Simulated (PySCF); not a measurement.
Torsion H4–O1–Se2–Br3 in BrHOSe (SMILES O[Se]Br); at each angle all else is relaxed with GFN2-xTB, and the levels are single points there.
Geometry at 270° (charge 0, multiplicity 1):
```xyz
4

O     -1.0815     0.1344     0.3629
Se     0.3331     1.0498    -0.2201
Br     1.9963     0.0493     0.9984
H     -1.2530    -0.6508    -0.1687
```

On the grid 0° to 330°, 180° is the highest and 270° the lowest point at wB97M-V/def2-TZVPP.

Rows in 3-21G, 6-31G* carry no dispersion term and start afresh at each structure (6-31G* with six Cartesian d functions); the Pople sets are all-electron and without relativity.

The values were computed with PySCF for 3-21G rows, 6-31G* rows. 

Problem. One of these levels gives 532.7 meV for the energy at 180° less that at 270°. Which one is it?
A. HF/6-31G*
B. B3LYP/3-21G
C. BP86/6-31G*
D. B3LYP/6-31G*

Solution. B, B3LYP/3-21G. The others give 350.0 (HF/6-31G*), 453.2 (BP86/6-31G*), 415.7 (B3LYP/6-31G*)
